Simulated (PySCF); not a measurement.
# Reading the logs of faulty runs: FH3NSi2 cation

Calculated results; nothing here was measured. The program is PySCF 2.14.0, an open-source quantum chemistry code, run on an isolated molecule that a program drew, which may never have been made. The molecule is FH3NSi2 cation (charge +1, singlet), drawn as the SMILES string `F[SiH]=N[SiH2+]`.

Each row is a Hartree-Fock (HF) and frozen-core CCSD(T) single point in the cc-pV(D+d)Z basis, meant for a local HF minimum. Run 1 is clean. Each other run has one planted mistake out of seven kinds, and not every kind appears here: one electron removed, one electron added, multiplicity raised by two, geometry at a saddle point, minimal basis STO-3G, one bond length entered in bohr, all coordinates scaled. The reference is restricted for singlets and unrestricted otherwise, and also for a bond in bohr. Adding or removing an electron swaps singlet and doublet. Electrons count all cores. HOMO and LUMO are orbital energies over both spins, the gradient is its largest component, and the lowest frequency (negative if imaginary) is given only where the gradient is small. Bond lengths are over the 6 bonds as drawn. T1 is the CCSD diagnostic: over 0.02 (restricted) or 0.045 (unrestricted) a single reference is doubtful.

Geometry of the clean run:
```xyz
7
FH3NSi2 cation, angstrom
F    -1.8380   -1.7724    1.0120
Si   -0.3647   -2.2172    0.7277
N     0.3069   -1.9898   -0.6795
Si    0.9183   -1.7239   -2.1300
H     0.2455   -2.8315    1.8881
H     0.8006   -2.7228   -3.1873
H     1.6261   -0.4832   -2.4287
```

| run | electrons | basis functions | <S^2> | HOMO (eV) | LUMO (eV) | gradient (hartree/bohr) | lowest frequency (cm^-1) | mean bond (Å) | longest bond (Å) | T1 | HF (hartree) | CCSD(T) (hartree) | mistake |
|---|---|---|---|---|---|---|---|---|---|---|---|---|---|
| 1 | 46 | 89 | 0.000 | -17.11 | -3.99 | 2.7e-05 | 114 | 1.5173 | 1.596 | 0.0174 | -733.31952 | -733.87429 | no fault |
| 2 | 45 | 89 | 0.760 | -25.07 | -13.42 | 1.2e-01 | - | 1.5173 | 1.596 | 0.0299 | -732.76710 | -733.27928 | one electron removed |
| 3 | 47 | 89 | 0.767 | -5.54 | 1.61 | 1.0e-01 | - | 1.5173 | 1.596 | 0.0180 | -733.49364 | -734.06579 | one electron added |
| 4 | 46 | 89 | 0.000 | -16.88 | -4.62 | 3.8e-05 | -165 | 1.5184 | 1.599 | 0.0157 | -733.31457 | -733.86657 | geometry at a saddle point |
| 5 | 46 | 89 | 0.859 | -16.67 | -5.03 | 9.7e-03 | - | 1.7319 | 2.736 | 0.0404 | -733.20151 | -733.74421 | ? |
| 6 | 46 | 89 | 2.030 | -11.84 | -7.03 | 1.6e-01 | - | 1.5173 | 1.596 | 0.0252 | -733.16527 | -733.68794 | ? |

**Which mistake was planted in run 5, and what did it cost?**

The mean bond changes by a factor of 1.141 and the longest by 1.714, so the molecule wasn't scaled as a whole. A length L in bohr read as angstrom grows by (1/0.5292 - 1) L = 0.890 L. The 6 bonds together grew by 6 x 0.2146 = 1.288 Å, which gives L = 1.447 Å. That is bond Si2-H5, 1.448 Å in the clean geometry. So the mistake is: one bond length entered in bohr. Subtracting run 1 and multiplying by 627.51 kcal/mol a hartree, the energy moved by 74.1 kcal/mol in HF and 81.6 kcal/mol in CCSD(T).

**Which mistake was planted in run 6, and what did it cost?**

Electrons, basis and geometry are unchanged, and <S^2> is 2.030, beside S(S+1) = 2.00 for a multiplicity of 3. So the mistake is: multiplicity raised by two. Subtracting run 1 and multiplying by 627.51 kcal/mol a hartree, the energy moved by 96.8 kcal/mol in HF and 116.9 kcal/mol in CCSD(T).

